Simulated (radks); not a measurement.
The numbers below are computed, except where a source is named.
Q: Ru III, 42 electrons, occupied as [Kr] 4d6. Level of theory: scalar-relativistic Kohn-Sham, r2SCAN, spin-polarised, spherical densities, finite nucleus; open shells are filled with parallel spins first (spin-orbit coupling, left out, can overturn this in heavy ions); meta-GGA in the generalised Kohn-Sham scheme; Fermi nuclear charge, rms radius 4.4809 fm (a radial shooting solver on a logarithmic mesh with Libxc functionals). Some entries of the table are withheld. Estimate them.

| orbital | occ. | eigenvalue (Ry) | <r> (bohr) | <1/r> (bohr^-1) |
|---|---|---|---|---|
| 1s down | 1 | -1617.203 | 0.03344 | 45.87 |
| 1s up | 1 | -1617.201 | 0.03344 | 45.87 |
| 2s up | 1 | -234.7591 | 0.1456 | 10.38 |
| 2s down | 1 | -234.6960 | 0.1456 | 10.38 |
| 2p up | 3 | -210.2037 | 0.1270 | 10.05 |
| 2p down | 3 | -210.1579 | 0.1270 | 10.06 |
| 3s up | 1 | -42.96283 | 0.4016 | 3.607 |
| 3s down | 1 | -42.94604 | 0.4017 | 3.605 |
| 3p up | 3 | -34.82554 | 0.4023 | 3.429 |
| 3p down | 3 | -34.80215 | 0.4024 | 3.427 |
| 3d up | 5 | -21.77658 | 0.3841 | 3.194 |
| 3d down | 5 | -21.72801 | 0.3841 | 3.193 |
| 4s up | 1 | -7.35047 | 1.023 | 1.333 |
| 4s down | 1 | -7.08992 | 1.017 | 1.345 |
| 4p up | 3 | -5.09165 | (1) | 1.193 |
| 4p down | 3 | -4.80937 | (2) | 1.203 |
| 4d up | 5 | -1.88517 | 1.503 | 0.8814 |
| 4d down | 1 | -1.59397 | 1.541 | 0.8699 |
| 5s up | 0 | -1.40449 | 2.693 | 0.4812 |
| 5s down | 0 | -1.25341 | 2.860 | 0.4460 |
| 5p up | 0 | -0.96053 | 3.275 | 0.3908 |
| 5p down | 0 | -0.87314 | 3.492 | 0.3592 |

A: 
(1) 4p up <r> (bohr): 1.126
(2) 4p down <r> (bohr): 1.120
